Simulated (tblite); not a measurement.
Species: C₆H₁₁OPS.
SMILES with atom numbers: `[CH3:1]/[CH:2]=[CH:3]/[P@H:4](=[S:5])[CH2:6][C:7]([CH3:8])=[O:9]` (hydrogens: H10, H11, H12 on C1; H13 on C2; H14 on C3; H15 on P4; H16, H17 on C6; H18, H19, H20 on C8)

Computed with GFN2-xTB (tblite), gas phase: L-BFGS steps from a force-field or distance-geometry start until the largest atomic force falls under 0.01 eV/Å.

Step 48: E = -769.3778 eV
```
atom  x, y, z in Å  |  force x, y, z in eV/Å
C1      3.9805   -0.1850   -0.2864   -0.007   0.015   0.042
C2      2.6735    0.5020   -0.0791    0.015   0.017  -0.026
C3      1.4961   -0.0261   -0.3909    0.029   0.016  -0.106
P4     -0.0366    0.9142   -0.1976    0.022  -0.095  -0.044
S5      0.0534    2.4686    0.9311    0.015   0.075   0.061
C6     -1.2371   -0.4002    0.3179   -0.049   0.026   0.005
C7     -2.5929    0.1472   -0.0656   -0.037   0.024   0.032
C8     -3.8008   -0.6427    0.3409   -0.042  -0.051  -0.011
O9     -2.6593    1.1650   -0.7055    0.031   0.028  -0.017
H10     4.2844   -0.1002   -1.3330   -0.030  -0.008   0.092
H11     4.7571    0.2666    0.3265   -0.025  -0.055  -0.005
H12     3.8907   -1.2438   -0.0417    0.073   0.054  -0.069
H13     2.6900    1.4994    0.3452    0.005  -0.023   0.018
H14     1.4132   -1.0078   -0.8417    0.017  -0.020   0.032
H15    -0.3968    1.0998   -1.5303   -0.016  -0.008  -0.015
H16    -1.1610   -0.5515    1.4000   -0.008   0.010  -0.021
H17    -1.0362   -1.3547   -0.1772   -0.053   0.033   0.008
H18    -3.6514   -1.1845    1.2684    0.054  -0.008   0.038
H19    -4.0019   -1.3601   -0.4527   -0.008  -0.096  -0.026
H20    -4.6699    0.0044    0.4198    0.014   0.066   0.012
```

Step 49: E = -769.3809 eV
```
atom  x, y, z in Å  |  force x, y, z in eV/Å
C1      3.9729   -0.1975   -0.2730    0.015   0.008   0.024
C2      2.6721    0.5033   -0.0786    0.018   0.031  -0.010
C3      1.4929   -0.0078   -0.4091    0.012  -0.011  -0.087
P4     -0.0404    0.9309   -0.2132    0.011  -0.156  -0.037
S5      0.0387    2.4837    0.9152    0.032   0.123   0.096
C6     -1.2301   -0.3933    0.3073   -0.042   0.023  -0.001
C7     -2.5922    0.1466   -0.0653   -0.016  -0.013   0.014
C8     -3.7916   -0.6509    0.3535   -0.038  -0.035  -0.008
O9     -2.6685    1.1611   -0.7093    0.018   0.016  -0.002
H10     4.2993   -0.0911   -1.3101   -0.027  -0.019   0.062
H11     4.7473    0.2246    0.3629   -0.043  -0.022   0.018
H12     3.8646   -1.2596   -0.0547    0.061   0.029  -0.073
H13     2.6940    1.4980    0.3495    0.014   0.009   0.034
H14     1.4040   -0.9877   -0.8623    0.024  -0.031   0.017
H15    -0.4056    1.1151   -1.5428   -0.025  -0.009  -0.044
H16    -1.1444   -0.5537    1.3875   -0.008   0.026  -0.032
H17    -1.0267   -1.3434   -0.1960   -0.059   0.041   0.009
H18    -3.6360   -1.1787    1.2885    0.060  -0.001   0.025
H19    -3.9922   -1.3812   -0.4289    0.011  -0.079  -0.019
H20    -4.6633   -0.0079    0.4271   -0.015   0.070   0.016
```

Step 50: E = -769.3837 eV
```
atom  x, y, z in Å  |  force x, y, z in eV/Å
C1      3.9661   -0.2085   -0.2589    0.014   0.009  -0.007
C2      2.6702    0.5046   -0.0819    0.021   0.036   0.013
C3      1.4907    0.0089   -0.4328   -0.002  -0.031  -0.042
P4     -0.0438    0.9443   -0.2287   -0.001  -0.130  -0.014
S5      0.0267    2.4952    0.9040    0.047   0.106   0.088
C6     -1.2243   -0.3871    0.2975   -0.021   0.020  -0.007
C7     -2.5918    0.1452   -0.0649    0.003  -0.046  -0.014
C8     -3.7839   -0.6589    0.3655   -0.020  -0.006  -0.005
O9     -2.6758    1.1562   -0.7135   -0.014   0.010   0.012
H10     4.3175   -0.0831   -1.2842   -0.012  -0.014   0.011
H11     4.7337    0.1848    0.4013   -0.042   0.020   0.051
H12     3.8409   -1.2722   -0.0686    0.041  -0.030  -0.062
H13     2.6967    1.4960    0.3510    0.014   0.041   0.045
H14     1.3968   -0.9703   -0.8852    0.029  -0.043  -0.007
H15    -0.4170    1.1334   -1.5544   -0.029  -0.018  -0.059
H16    -1.1292   -0.5528    1.3758   -0.006   0.037  -0.018
H17    -1.0185   -1.3340   -0.2099   -0.063   0.030  -0.003
H18    -3.6209   -1.1721    1.3083    0.053   0.010  -0.002
H19    -3.9824   -1.4022   -0.4064    0.020  -0.046   0.005
H20    -4.6569   -0.0168    0.4342   -0.032   0.044   0.014
```

**Question.** Estimate the geometry and energy of step 51. (The exact step hangs on the optimiser's Hessian estimate; all steps are aligned on step 50, rigid shifts and turns removed.)

**Answer.** E = -769.3850 eV, largest force 0.140 eV/Å
```
atom  x, y, z in Å  |  force x, y, z in eV/Å
C1      3.9567   -0.2207   -0.2437    0.056  -0.042   0.009
C2      2.6671    0.5085   -0.0845   -0.008   0.003   0.023
C3      1.4872    0.0276   -0.4577    0.055  -0.019   0.015
P4     -0.0483    0.9595   -0.2461   -0.005  -0.046   0.007
S5      0.0177    2.5103    0.8913    0.051   0.034   0.043
C6     -1.2170   -0.3810    0.2855   -0.005   0.007  -0.003
C7     -2.5909    0.1414   -0.0651    0.010  -0.036  -0.046
C8     -3.7758   -0.6676    0.3800    0.007   0.008  -0.007
O9     -2.6837    1.1494   -0.7182   -0.042  -0.021   0.039
H10     4.3355   -0.0751   -1.2575   -0.006  -0.018   0.044
H11     4.7176    0.1408    0.4476   -0.138  -0.003  -0.022
H12     3.8079   -1.2894   -0.0847    0.059   0.058  -0.073
H13     2.7004    1.4967    0.3552    0.003   0.039   0.039
H14     1.3901   -0.9505   -0.9121    0.036  -0.035  -0.017
H15    -0.4294    1.1538   -1.5696   -0.026  -0.031  -0.041
H16    -1.1102   -0.5520    1.3617   -0.009   0.044  -0.014
H17    -1.0056   -1.3238   -0.2274   -0.073   0.026  -0.008
H18    -3.6033   -1.1648    1.3313    0.035   0.031  -0.046
H19    -3.9697   -1.4258   -0.3807    0.020   0.002   0.047
H20    -4.6512   -0.0266    0.4429   -0.021  -0.001   0.010
```

The energy changes by -0.0013 eV. The first-order estimate −F·Δx gives -0.0028 eV and the mean of the old and new forces, exact on a quadratic surface, -0.0011 eV. The step makes an angle of 86° with the force vector and moves no atom by more than 0.066 Å.

What follows is the cost of the whole relaxation. The run took 1.8 s of wall time on one thread of an Arm Neoverse V2, on a shared host.
